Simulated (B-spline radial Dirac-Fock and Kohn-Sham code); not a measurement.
**In³⁺ 4d5/2: cross section and angular parameters**

System: the In³⁺ ion, 1s2 2s2 2p6 3s2 3p6 3d10 4s2 4p6 4d10; threshold 54.99 eV (orbital energy of the model). The computed values come from a radial B-spline solver: Dirac-Hartree-Slater photoionisation with a Latter tail; cross sections with all multipoles, angular parameters from the dipole term and its interference with E2.

Input file task.json (cfg lists n, l and occupation; rrms is the nuclear radius in fm):

```json
{"items": [{
  "Z": 49,
  "q": 3,
  "cfg": [[1, 0, 2], [2, 0, 2], [2, 1, 6], [3, 0, 2], [3, 1, 6], [3, 2, 10], [4, 0, 2], [4, 1, 6], [4, 2, 10]],
  "A": 115,
  "rrms": 4.6156,
  "do": "xps",
  "hv": [59.8, 60, 64.5, 71.8, 80, 100, 104.0, 185.0, 189.0, 300, 355.0, 985.0, 1253.6, 1660.0, 2000, 2340.0, 2870.0, 3610.0, 4000, 4140.0, 5900.0, 6410.0, 7140.0, 7830.0, 9110.0, 9430.0, 9470.0, 10000.0, 11100.0, 12000]
}]}
```

Launch: `python xray2_run.py task.json out`

| hν (eV) | σ (kb) | β | γ | δ |
| --- | --- | --- | --- | --- |
| 64.5 | 14200 | 0.724 | -0.020 | -0.001 |
| 71.8 | 8060 | 1.032 | -0.033 | -0.002 |
| 80 | 4100 | 1.353 | -0.050 | -0.002 |
| 100 | 731 | 1.968 | -0.151 | 0.004 |
| 104 | 528 | 1.985 | -0.174 | 0.008 |
| 185 | 378 | -0.011 | 0.128 | -0.006 |
| 189 | 389 | 0.048 | 0.122 | -0.006 |
| 300 | 397 | 0.822 | 0.014 | -0.006 |
| 355 | 341 | 0.976 | -0.012 | -0.003 |
| 985 | 53.2 | 1.326 | 0.116 | 0.028 |
| 1253.6 | 29.3 | 1.315 | 0.218 | 0.038 |
| 1660 | 13.9 | 1.272 | 0.362 | 0.052 |
| 2000 | 8.20 | 1.230 | 0.469 | 0.064 |
| 2340 | ? | ? | ? | ? |
| 2870 | 2.77 | 1.126 | 0.700 | 0.094 |
| 3610 | 1.33 | 1.047 | 0.854 | 0.121 |
| 4000 | 0.948 | 1.009 | 0.924 | 0.135 |
| 4140 | 0.845 | 0.997 | 0.947 | 0.140 |
| 5900 | 0.249 | 0.862 | 1.178 | 0.203 |
| 6410 | 0.185 | 0.831 | 1.230 | 0.221 |
| 7140 | 0.125 | 0.790 | 1.296 | 0.246 |
| 7830 | 0.0895 | 0.755 | 1.350 | 0.270 |
| 9110 | 0.0509 | 0.699 | 1.436 | 0.312 |
| 9430 | 0.0447 | 0.686 | 1.455 | 0.323 |
| 9470 | 0.0440 | 0.685 | 1.457 | 0.324 |
| 10000 | 0.0358 | 0.665 | 1.487 | 0.341 |
| 11100 | 0.0240 | 0.628 | 1.542 | 0.375 |
| 12000 | 0.0177 | 0.600 | 1.581 | 0.403 |

Question: Give the values at 2340 eV.

Answer: σ = 5.17 kb, β = 1.188, γ = 0.566, δ = 0.075.
